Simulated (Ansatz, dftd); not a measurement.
Reaction: CH3ClOSi (chlorosilylformaldehyde, SMILES O=C[SiH2]Cl) → CH3OSi (SMILES [SiH2]C=O, doublet) + Cl (doublet) (the Cl-Si bond breaks)
Each species at its own B3LYP-D3(BJ)/def2-TZVP minimum (Ansatz, a program for electronic structure), one conformer.

Wanted: bond dissociation energy (electronic), in kcal/mol. UHF or UKS for unpaired electrons; spin-orbit terms are left out. Correlated methods leave the cores frozen. Rows without X2C or -DK are non-relativistic. CBS(X,Y): correlation extrapolated as X^-3, Hartree-Fock from the larger set. A bracket is a step between two methods taken in the basis named. Functionals run without relativity, which enters their misses. Double hybrids freeze cores in their MP2 part. '+ core + X2C': CCSD(T) terms for core correlation (cc-pwCVTZ, 1s frozen past Ne) and scalar relativity (cc-pVTZ-DK). The UHF reference of CH3OSi (O=C[SiH2], doublet) is spin-contaminated (<S^2> up to 0.11 over the pure value in the sets run).

Compared with CCSD(T)/CBS(cc-pV(T+d)Z,cc-pV(Q+d)Z) + [CCSDT(Q) - CCSD(T)]/cc-pV(D+d)Z + core + X2C (Ansatz): 110.3 kcal/mol.

Costs are rough ratios of core time, to one figure, on one kind of shared machine, summed over the single points of the molecules; atoms, geometries and frequencies are left out. The first row took roughly 10 core seconds; short runs hold start-up time.

| level | program | cost relative to the first row | difference (kcal/mol) |
|---|---|---|---|
| PBE0-D4/def2-TZVPD | Ansatz + dftd4 | 1 | -4.3 |
| B2PLYP/def2-TZVPD | Ansatz | 2 | -5.0 |
| B2GP-PLYP-D3(BJ)/def2-TZVPD | Ansatz + dftd3 | 2 | -2.4 |
| B2GP-PLYP/def2-TZVPD | Ansatz | 2 | -3.6 |
| CCSD(T)/cc-pV(D+d)Z | Ansatz | 2 | -11.7 |
| wB97M-V/def2-TZVPD | Ansatz | 3 | 0.1 |
| CCSD(T)/cc-pV(T+d)Z | Ansatz | 10 | -4.7 |

The dearest row costs roughly 10 times the first. Costs within a factor of two don't rank. The table holds for this case alone.
